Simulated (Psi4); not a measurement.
BiI₂, doublet, at a GFN2-xTB geometry (such geometries of metal compounds can be far from the true shape) (the spin is typed, not shown lowest) (core potentials on Bi, I).

Input for Psi4:
```
memory 2 GB

molecule mol {
0 2
Bi    0.896195    0.444382    0.287463
I    -1.040896    1.213336   -1.581297
I    -0.362579   -1.909255    1.131120
}

set {
  basis def2-svp
  reference uks
  scf_type pk
  puream true
  d_convergence 1e-8
  dft_radial_points 99
  dft_spherical_points 590
}

energy('bhhlyp')
print_variables()
```

Task: What dipole moment does Psi4 with BHHLYP/def2-SVP give?

Result: 3.23 D

Task: Give the number of basis functions at the level BHHLYP/def2-SVP.

Result: 78

Task: What total energy does BHHLYP/def2-SVP give?

Result: -809.903084 Ha

These values belong to the state on which the SCF converged, which isn't shown to be the lowest.
